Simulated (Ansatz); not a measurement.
Geometry optimisation, UKS PBE/def2-SVP in Ansatz 0.2.0.

input.yaml

```yaml
crystal:
  periodic: [false, false, false]
  atoms:
    - { symbol: C, position_ang: [-0.5345, 1.4843, -0.341] }
    - { symbol: C, position_ang: [0.0878, 0.4702, 0.0012] }
    - { symbol: C, position_ang: [0.733, -0.582, 0.3428] }
    - { symbol: Se, position_ang: [0.6042, -2.2212, -0.5933] }
    - { symbol: H, position_ang: [-1.3302, 1.4491, -1.1468] }
    - { symbol: H, position_ang: [-0.394, 2.4945, 0.1276] }
    - { symbol: H, position_ang: [1.86299, -2.41704, -1.44064] }
    - { symbol: H, position_ang: [-0.5587, -2.6238, 0.3641] }
magnetization:
  spin_polarized: true
basis:
  gaussian: { orbitals: def2-SVP }
hamiltonian:
  xc: pbe
relax:
  f_tol: 0.02
  max_steps: 50
```

Run as:

```bash
$ ansatz run input.yaml --threads 2 --pin off --max-ram 3072MiB --backend cpu --events-out ev --progress --plain --runs-dir out
```

Q: Where does it end, and by what steps?

A: It converged. After 31 steps the energy has fallen by 3.028 eV; H7 moved furthest, 2.00 Å.

```csv
step,energy less start (eV),largest force component (eV/Å),accepted
0,0.0000,7.232,yes
2,-1.2140,1.027,yes
4,-1.6412,0.921,yes
6,-1.8223,0.894,yes
8,-1.8731,0.337,yes
10,-1.9040,0.412,yes
12,-2.0544,0.557,yes
14,-2.2467,0.747,yes
16,-2.5289,0.881,yes
18,-2.8510,0.910,yes
20,-2.9003,1.074,no
22,-2.9827,0.446,yes
24,-2.9906,0.732,no
26,-3.0250,0.078,yes
28,-3.0271,0.092,yes
30,-3.0272,0.033,no
31,-3.0277,0.011,yes
```

```xyz
8
Properties=species:S:1:pos:R:3
C -0.690 1.564 -0.352
C 0.182 0.556 -0.337
C 1.143 -0.320 -0.260
Se 0.973 -2.111 -0.811
H -1.268 1.834 0.548
H -0.864 2.161 -1.263
H 1.387 -2.751 0.474
H -0.393 -2.879 -0.686
```

Whether the end is a true minimum wasn't checked by a vibrational analysis.

Run time: 59 s on 2 threads of Intel(R) Xeon(R) Platinum 8488C (Sapphire Rapids) (shared host), peak memory 0.23 GiB.
